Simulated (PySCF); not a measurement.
B3Cl3H3N3.

```xyz
12

Cl     3.2172     0.0000     0.0000
B      1.4347     0.0000     0.0000
N      0.7073    -1.2251     0.0000
B     -0.7174    -1.2425     0.0000
Cl    -1.6086    -2.7862     0.0000
N     -1.4146     0.0000     0.0000
B     -0.7174     1.2425     0.0000
Cl    -1.6086     2.7862     0.0000
N      0.7073     1.2251     0.0000
H      1.2141    -2.1029     0.0000
H     -2.4282     0.0000     0.0000
H      1.2141     2.1029     0.0000
```

Geometry: B3LYP-D3(BJ)/def2-SVP.

Computed with PBE/pcSseg-1 run with PySCF. Non-relativistic, no solvent.

Computed absolute GIAO shielding of each atom: isotropic value and principal components (ppm):
```json
[
 {"atom": "Cl1", "σ(iso)": "841.2", "σ11": "692.4", "σ22": "862.9", "σ33": "968.4", "span": "276.0"},
 {"atom": "B2", "σ(iso)": "67.8", "σ11": "52.4", "σ22": "60.9", "σ33": "90.0", "span": "37.6"},
 {"atom": "N3", "σ(iso)": "121.1", "σ11": "18.5", "σ22": "156.8", "σ33": "188.0", "span": "169.5"},
 {"atom": "B4", "σ(iso)": "67.8", "σ11": "52.4", "σ22": "60.9", "σ33": "90.0", "span": "37.6"},
 {"atom": "Cl5", "σ(iso)": "841.2", "σ11": "692.4", "σ22": "862.9", "σ33": "968.4", "span": "276.0"},
 {"atom": "N6", "σ(iso)": "121.1", "σ11": "18.5", "σ22": "156.8", "σ33": "188.0", "span": "169.5"},
 {"atom": "B7", "σ(iso)": "67.8", "σ11": "52.4", "σ22": "60.9", "σ33": "90.0", "span": "37.6"},
 {"atom": "Cl8", "σ(iso)": "841.2", "σ11": "692.4", "σ22": "862.9", "σ33": "968.4", "span": "276.0"},
 {"atom": "N9", "σ(iso)": "121.1", "σ11": "18.5", "σ22": "156.8", "σ33": "188.0", "span": "169.5"},
 {"atom": "H10", "σ(iso)": "26.1", "σ11": "20.0", "σ22": "29.0", "σ33": "29.2", "span": "9.3"},
 {"atom": "H11", "σ(iso)": "26.1", "σ11": "20.0", "σ22": "29.0", "σ33": "29.2", "span": "9.3"},
 {"atom": "H12", "σ(iso)": "26.1", "σ11": "20.0", "σ22": "29.0", "σ33": "29.2", "span": "9.3"}
]
```
